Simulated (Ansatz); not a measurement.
```yaml
crystal:
  periodic: [false, false, false]
  atoms:
    - {symbol: As, position_ang: [-0.005656, -4.104566, -3.622341]}
    - {symbol: Al, position_ang: [-4.165949, -2.404227, -2.013528]}
    - {symbol: Al, position_ang: [0.006850, -4.904617, 3.932233]}
    - {symbol: As, position_ang: [-3.585304, -2.070867, 2.578197]}
    - {symbol: As, position_ang: [-3.554693, 2.047881, -3.623217]}
    - {symbol: Al, position_ang: [-4.247858, 2.457771, 3.927950]}
    - {symbol: Al, position_ang: [4.160272, -2.404491, -2.027048]}
    - {symbol: As, position_ang: [3.593468, -2.069143, 2.566062]}
    - {symbol: As, position_ang: [3.546587, 2.048123, -3.635284]}
    - {symbol: Al, position_ang: [-0.001703, 4.806141, -2.025167]}
    - {symbol: Al, position_ang: [4.258471, 2.459686, 3.913647]}
    - {symbol: As, position_ang: [0.002856, 4.146535, 2.567826]}
    - {symbol: H, position_ang: [-0.005470, -6.963093, -3.327211]}
    - {symbol: H, position_ang: [-0.012555, -3.994359, -6.507902]}
    - {symbol: H, position_ang: [-6.515531, -3.772831, -3.317335]}
    - {symbol: H, position_ang: [-0.004956, -7.275541, 2.008485]}
    - {symbol: H, position_ang: [0.011468, -5.243540, 6.940751]}
    - {symbol: H, position_ang: [-5.977167, -3.455138, 3.418055]}
    - {symbol: H, position_ang: [-3.457310, 1.986962, -6.508804]}
    - {symbol: H, position_ang: [-6.030804, 3.477348, -3.331930]}
    - {symbol: H, position_ang: [-6.300389, 3.638493, 2.000334]}
    - {symbol: H, position_ang: [-4.544936, 2.631074, 6.935978]}
    - {symbol: H, position_ang: [6.508707, -3.766115, -3.340197]}
    - {symbol: H, position_ang: [5.987535, -3.451107, 3.403032]}
    - {symbol: H, position_ang: [3.434216, 1.987744, -6.520253]}
    - {symbol: H, position_ang: [6.023858, 3.477844, -3.357398]}
    - {symbol: H, position_ang: [0.004513, 7.522362, -3.334909]}
    - {symbol: H, position_ang: [4.566615, 2.632309, 6.920712]}
    - {symbol: H, position_ang: [6.299597, 3.647354, 1.977816]}
    - {symbol: H, position_ang: [0.005286, 6.912007, 3.401390]}
basis:
  gaussian: {orbitals: "6-31G*"}
hamiltonian: {xc: {name: rPW86-PBE}, dispersion: d3bjatm}
scf: {omitted_lower_state_checks: [starts]}
output: {forces: true}
```

```sh
$ ansatz run in.yaml --threads 2 --pin off --events-out ev --progress --plain --max-ram 31744MiB --backend cuda --devices 0, --max-vram 18GiB
```

It prints (some lines left out):

```
Functional definition: rPW86-PBE
4266 factors; their error is unknown
mean field evaluation 1: about -404923.3817 eV, gradient 9.5e1 eV
mean field evaluation 2: about -404512.0483 eV, gradient 2.2e2 eV
mean field evaluation 4: about -404233.2686 eV, gradient 1.9e2 eV
mean field evaluation 8: about -404988.2721 eV, gradient 8.9e-1 eV
mean field evaluation 16: about -404986.3793 eV, gradient 1.1e1 eV
mean field evaluation 32: about -404987.9264 eV, gradient 5.0e-4 eV
mean field -404987.92640225 eV, -14883.0317846068 hartree, gradient 2.9e-6 eV, S^2 0.000000; 0 other end points of the search recorded, 0 dependent functions left out
reference -404987.92682529 eV, -14883.0318001531 hartree; 147, 147 occupied and 213, 213 virtual orbitals, 4266 factors
Total energy: -404988.69885569 eV, -14883.0601717472 hartree
Atom 0 at    -0.005656    -4.104566    -3.622341 Å, force    -0.014710    -1.492574    -1.390722 eV/Å
Atom 1 at    -4.165949    -2.404227    -2.013528 Å, force    -0.729046    -0.481051    -0.341346 eV/Å
Atom 2 at     0.006850    -4.904617     3.932233 Å, force     0.080359    -0.722527     0.317471 eV/Å
Atom 3 at    -3.585304    -2.070867     2.578197 Å, force    -1.290397    -0.698798     0.290018 eV/Å
Atom 4 at    -3.554693     2.047881    -3.623217 Å, force    -1.285673     0.752157    -1.391897 eV/Å
Atom 5 at    -4.247858     2.457771     3.927950 Å, force    -0.667885     0.289294     0.316783 eV/Å
Atom 6 at     4.160272    -2.404491    -2.027048 Å, force     0.777524    -0.395180    -0.344591 eV/Å
Atom 7 at     3.593468    -2.069143     2.566062 Å, force     1.249406    -0.769489     0.289509 eV/Å
Atom 8 at     3.546587     2.048123    -3.635284 Å, force     1.289527     0.734271    -1.399742 eV/Å
Atom 9 at    -0.001703     4.806141    -2.025167 Å, force    -0.045880     0.871172    -0.343134 eV/Å
Atom 10 at     4.258471     2.459686     3.913647 Å, force     0.584543     0.434195     0.314171 eV/Å
Atom 11 at     0.002856     4.146535     2.567826 Å, force     0.042545     1.467418     0.286721 eV/Å
Atom 12 at    -0.005470    -6.963093    -3.327211 Å, force    -0.008193     1.782235    -0.204978 eV/Å
Atom 13 at    -0.012555    -3.994359    -6.507902 Å, force    -0.001598    -0.088383     1.770446 eV/Å
Atom 14 at    -6.515531    -3.772831    -3.317335 Å, force     0.895225     0.535958     0.498983 eV/Å
Atom 15 at    -0.004956    -7.275541     2.008485 Å, force    -0.009340     0.820703     0.635110 eV/Å
Atom 16 at     0.011468    -5.243540     6.940751 Å, force    -0.015894     0.136455    -1.057671 eV/Å
Atom 17 at    -5.977167    -3.455138     3.418055 Å, force     1.456688     0.855720    -0.519333 eV/Å
Atom 18 at    -3.457310     1.986962    -6.508804 Å, force    -0.074869     0.052813     1.769921 eV/Å
Atom 19 at    -6.030804     3.477348    -3.331930 Å, force     1.547398    -0.884139    -0.202633 eV/Å
Atom 20 at    -6.300389     3.638493     2.000334 Å, force     0.717259    -0.397004     0.636349 eV/Å
Atom 21 at    -4.544936     2.631074     6.935978 Å, force     0.126592    -0.056992    -1.057473 eV/Å
Atom 22 at     6.508707    -3.766115    -3.340197 Å, force    -0.907309     0.511828     0.502629 eV/Å
Atom 23 at     5.987535    -3.451107     3.403032 Å, force    -1.469131     0.835509    -0.517678 eV/Å
Atom 24 at     3.434216     1.987744    -6.520253 Å, force     0.089862     0.042218     1.769709 eV/Å
Atom 25 at     6.023858     3.477844    -3.357398 Å, force    -1.540600    -0.898461    -0.194281 eV/Å
Atom 26 at     0.004513     7.522362    -3.334909 Å, force     0.009799    -1.042274     0.501134 eV/Å
Atom 27 at     4.566615     2.632309     6.920712 Å, force    -0.115992    -0.081747    -1.056950 eV/Å
Atom 28 at     6.299597     3.647354     1.977816 Å, force    -0.699555    -0.422792     0.638969 eV/Å
Atom 29 at     0.005286     6.912007     3.401390 Å, force     0.009347    -1.690534    -0.515492 eV/Å
Dipole moment:     0.001518     0.002053     0.494704 e Å
Checks for a lower state left out: starts
```

In this input the coordinates are in bohr but typed as ångström. The run converged. The result belongs to that input, not to the species as meant.

The 6-31G sets use Cartesian d functions.
